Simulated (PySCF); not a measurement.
CH3Al2B, CH2AlClSi, B4H5, B3H6Si and others (calculated)

All values are calculated (PySCF 2.14.0). Calculation on a computer-drawn molecule: the log of a Hartree-Fock and frozen-core CCSD(T) single point meant for a local Hartree-Fock minimum, with one planted fault or none, to be diagnosed. Offsets are logged minus clean, where the clean run is the same molecule without the fault. The reference is restricted for singlets and unrestricted otherwise, and also for a bond in bohr or an excited solution. Adding or removing an electron swaps singlet and doublet. The excited solution moves the top pair (singlet) or top alpha electron (doublet) to the lowest empty orbital. Highest occupied and lowest empty are orbital energies over both spins, largest force is the largest gradient component, triples share is (T) over the correlation energy, the T1 limit is 0.02 restricted and 0.045 unrestricted, electrons count all cores, a negative frequency is imaginary (commonest isotopes), and the dipole is about the centre of nuclear charge.

Common to all runs: meant multiplicity 1; logged SCF converged yes; possible faults no fault, one electron removed, one electron added, multiplicity raised by two, geometry at a saddle point, SCF held on an excited solution, minimal basis STO-3G, one bond length entered in bohr, all coordinates scaled.

(1) CH3Al2B

Logged structure:
```xyz
7
CH3Al2B
Al    -0.9597     1.8723     1.7069
C     -0.7037     0.8811     3.4190
B      0.1749    -0.1778     3.3527
Al     1.5533    -1.7395     2.9930
H     -1.2861     1.2720     4.2500
H      1.9661    -2.7147     4.1631
H      2.1599    -1.9147     1.5447
```

* meant charge: 0
* meant basis: cc-pV(D+d)Z
* logged electrons: 40
* logged basis functions: 89
* logged spin squared: 0
* logged highest occupied: -7.6839 eV
* logged lowest empty: 0.49418 eV
* logged largest force: 2.069e-05 hartree/bohr
* logged lowest frequency: 59.676 cm⁻¹
* logged T1 diagnostic: 0.021396
* logged D1 diagnostic: 0.068108
* logged triples share: 0.0407
* logged CC converged: yes
* logged dipole magnitude: 1.2152 debye
* logged SCF stable within its kind: yes
* logged energy HF: -548.06344 hartree
* logged energy CCSD(T): -548.44276 hartree
* planted fault: no fault
* HF energy offset from clean run: 0 kcal/mol
* CCSD(T) energy offset from clean run: 0 kcal/mol

Drawn bonds:
```tsv
atom	other atom	order
1	2	1
2	3	2
3	4	1
2	5	1
4	6	1
4	7	1
```

Notes: T1 above single-reference limit.

(2) CH2AlClSi

Logged structure:
```xyz
6
CH2AlClSi
Al    -2.5782    -1.7411    -3.3746
C     -1.2978    -0.3627    -2.7896
Si     0.3594    -0.5367    -2.5165
Cl     1.3435    -2.3200    -2.7703
H     -1.6551     0.6555    -2.6057
H      1.3487     0.4558    -2.0820
```

- meant charge: 0
- meant basis: cc-pV(D+d)Z
- logged electrons: 53
- logged basis functions: 93
- logged spin squared: 1.0677
- logged highest occupied: -0.1086 eV
- logged lowest empty: 6.0841 eV
- logged largest force: 0.030229 hartree/bohr
- logged T1 diagnostic: 0.044523
- logged D1 diagnostic: 0.17862
- logged triples share: 0.036268
- logged CC converged: yes
- logged dipole magnitude: 7.5404 debye
- logged SCF stable within its kind: yes
- logged energy HF: -1029.36068 hartree
- logged energy CCSD(T): -1029.84171 hartree
- planted fault: one electron added
- HF energy offset from clean run: 10.81 kcal/mol
- CCSD(T) energy offset from clean run: 4.584 kcal/mol

Drawn bonds:
```tsv
atom	other atom	order
1	2	1
2	3	2
3	4	1
2	5	1
3	6	1
```

(3) B4H5

Logged structure:
```xyz
9
B4H5
B     -0.6993     0.2734    -1.0164
B      0.8998     0.5996    -0.7283
B      2.0223    -0.6635    -0.5782
B      1.4376     2.2017    -0.5791
H     -2.8482    -0.1648    -1.4035
H      2.5903    -1.0521    -1.5536
H      2.2334    -1.1244     0.5026
H      1.4521     2.7092     0.5013
H      1.8073     2.7813    -1.5552
```

* meant charge: 1
* meant basis: cc-pVDZ
* logged electrons: 24
* logged basis functions: 81
* logged spin squared: 0.702
* logged highest occupied: -16.78 eV
* logged lowest empty: -6.4849 eV
* logged largest force: 0.033463 hartree/bohr
* logged T1 diagnostic: 0.072156
* logged D1 diagnostic: 0.28932
* logged triples share: 0.03728
* logged CC converged: yes
* logged dipole magnitude: 4.5725 debye
* logged SCF stable within its kind: yes
* logged energy HF: -101.11846 hartree
* logged energy CCSD(T): -101.47516 hartree
* planted fault: one bond length entered in bohr, row 4 of the drawn bonds
* HF energy offset from clean run: 82.77 kcal/mol
* CCSD(T) energy offset from clean run: 80.97 kcal/mol

Drawn bonds:
```tsv
atom	other atom	order
1	2	1
2	3	1
2	4	1
1	5	1
3	6	1
3	7	1
4	8	1
4	9	1
```

Notes: T1 above single-reference limit.

(4) B3H6Si

Logged structure:
```xyz
10
B3H6Si
B     -0.4228    -2.3417     0.8025
B     -0.1526    -0.9161     0.0188
B     -0.5794     0.5932     0.6042
Si     0.7947    -0.9421    -1.8521
H     -0.6039    -3.3738     1.3416
H     -1.6463     1.0513     0.3195
H      0.2095     1.2136     1.2538
H     -0.0668    -1.7688    -2.7179
H      0.8978     0.4489    -2.3153
H      2.1113    -1.5628    -1.6138
```

* meant charge: 1
* meant basis: cc-pV(D+d)Z
* logged electrons: 35
* logged basis functions: 95
* logged spin squared: 0.7589
* logged highest occupied: -8.3701 eV
* logged lowest empty: 1.3326 eV
* logged largest force: 0.030687 hartree/bohr
* logged T1 diagnostic: 0.022933
* logged D1 diagnostic: 0.081129
* logged triples share: 0.030953
* logged CC converged: yes
* logged dipole magnitude: 0.93506 debye
* logged SCF stable within its kind: yes
* logged energy HF: -366.36853 hartree
* logged energy CCSD(T): -366.7749 hartree
* planted fault: one electron added
* HF energy offset from clean run: -166.6 kcal/mol
* CCSD(T) energy offset from clean run: -178.7 kcal/mol

Drawn bonds:
```tsv
atom	other atom	order
1	2	1
2	3	1
2	4	1
1	5	1
3	6	1
3	7	1
4	8	1
4	9	1
4	10	1
```

(5) B3H6Si

Logged structure:
```xyz
10
B3H6Si
B     -0.4228    -2.3417     0.8025
B     -0.1526    -0.9161     0.0188
B     -0.5794     0.5932     0.6042
Si     0.7947    -0.9421    -1.8521
H     -0.7650    -4.2922     1.8212
H     -1.6463     1.0513     0.3195
H      0.2095     1.2136     1.2538
H     -0.0668    -1.7688    -2.7179
H      0.8978     0.4489    -2.3153
H      2.1113    -1.5628    -1.6138
```

- meant charge: 1
- meant basis: cc-pV(D+d)Z
- logged electrons: 34
- logged basis functions: 95
- logged spin squared: 0.7053
- logged highest occupied: -16.106 eV
- logged lowest empty: -6.4165 eV
- logged largest force: 0.029825 hartree/bohr
- logged T1 diagnostic: 0.067819
- logged D1 diagnostic: 0.28583
- logged triples share: 0.036929
- logged CC converged: yes
- logged dipole magnitude: 5.7549 debye
- logged SCF stable within its kind: yes
- logged energy HF: -365.97119 hartree
- logged energy CCSD(T): -366.36128 hartree
- planted fault: one bond length entered in bohr, row 4 of the drawn bonds
- HF energy offset from clean run: 82.71 kcal/mol
- CCSD(T) energy offset from clean run: 80.85 kcal/mol

Drawn bonds:
```tsv
atom	other atom	order
1	2	1
2	3	1
2	4	1
1	5	1
3	6	1
3	7	1
4	8	1
4	9	1
4	10	1
```

Notes: T1 above single-reference limit.

(6) B2H4NSi

Logged structure:
```xyz
8
B2H4NSi
B      1.8986     1.9798    -0.1151
B      1.5154     0.3835    -0.2165
N      1.2303    -0.8048    -0.2918
Si     0.8153    -2.5399    -0.4016
H      2.1726     3.1206    -0.0428
H      0.2053    -2.8872     0.8878
H     -0.1211    -2.6564    -1.5262
H      2.0837    -3.2396    -0.6400
```

* meant charge: 1
* meant basis: cc-pV(D+d)Z
* logged electrons: 34
* logged basis functions: 85
* logged spin squared: 0
* logged highest occupied: -10.796 eV
* logged lowest empty: -11.263 eV
* logged largest force: 0.40276 hartree/bohr
* logged CC converged: no
* logged dipole magnitude: 2.6027 debye
* logged SCF stable within its kind: no
* logged energy HF: -394.36131 hartree

Drawn bonds:
```tsv
atom	other atom	order
1	2	1
2	3	2
3	4	1
1	5	1
4	6	1
4	7	1
4	8	1
```

Notes: CCSD not converged.

**Q.** B2H4NSi (entry 6): planted fault?
**A.** SCF held on an excited solution

Further results for B2H4NSi (entry 6):

- HF energy offset from clean run: 258.1 kcal/mol
